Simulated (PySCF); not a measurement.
Input for PySCF: R-MP2/6-31G* on H2O (SMILES O) with ghost functions, monomers drawn apart or pushed together.

```python
from pyscf import gto, scf, dft, mp
from pyscf.data.elements import chemcore

mol = gto.M(
    atom='''
    O    -0.54951928    1.02586816    4.91849068
    H    -0.17582612    0.47051146    5.61167627
    H    -1.45427892    1.21135268    5.19340958
    ghost-O   -0.44824870   -0.98185870    1.02826451
    ghost-Ga    0.38575375   -0.38299469   -0.43807130
    ghost-H   -0.36309947   -0.40264646    1.80230784
    ghost-H    0.24030760   -1.32181315   -1.67653740
    ghost-H    1.16036568    0.97718944   -0.36172285
    ''',
    basis='6-31g*',
    cart=True,
    charge=0, spin=0, verbose=3, max_memory=1800)
mf = scf.RHF(mol)
mf.conv_tol = 1e-8
mf.max_cycle = 100
mf.kernel()
if not mf.converged:
    mf = mf.newton().run(mf.mo_coeff, mf.mo_occ)
pt = mp.MP2(mf, frozen=chemcore(mol)).run()
```

It printed:

```
converged SCF energy = -76.010550857814
E(RMP2) = -76.197258317502  E_corr = -0.186707459688027
E(SCS-RMP2) = -76.193201692066  E_corr = -0.18265083425198
```

Self-consistency was reached.

Cost: very roughly 1.1 core-seconds.
